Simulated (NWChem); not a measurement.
ditellurium (Te$_{2}$, triplet); SMILES [Te]=[Te]

Results from NWChem. Spin-unrestricted. The geometry was optimised at PBE0/def2-SVP, spin-unrestricted. No stability test was run on the SCF state. def2 effective core potentials on Te; no spin-orbit coupling. Level PBE/def2-SVPD: energy and gradient; each run changes one setting, and changes count from the defaults (medium grid, exact Coulomb integrals, symmetry on).

**Question.** Which setting moves the energy most, and by about how much (Coulomb fitting, Weigend set; tight SCF thresholds and tolerances; Becke weights; defaults)?

**Answer.** Coulomb fitting, Weigend set, by about 80 μHa.
```
setting                              size of the energy change (μHa)  largest change of a gradient component (μHa/bohr)
-----------------------------------  -------------------------------  -------------------------------------------------
defaults                                                        < 10                                               < 30
Becke weights                                                   < 10                                               < 30
tight SCF thresholds and tolerances                             < 10                                               < 30
Coulomb fitting, Weigend set                                      80                                               < 30
```
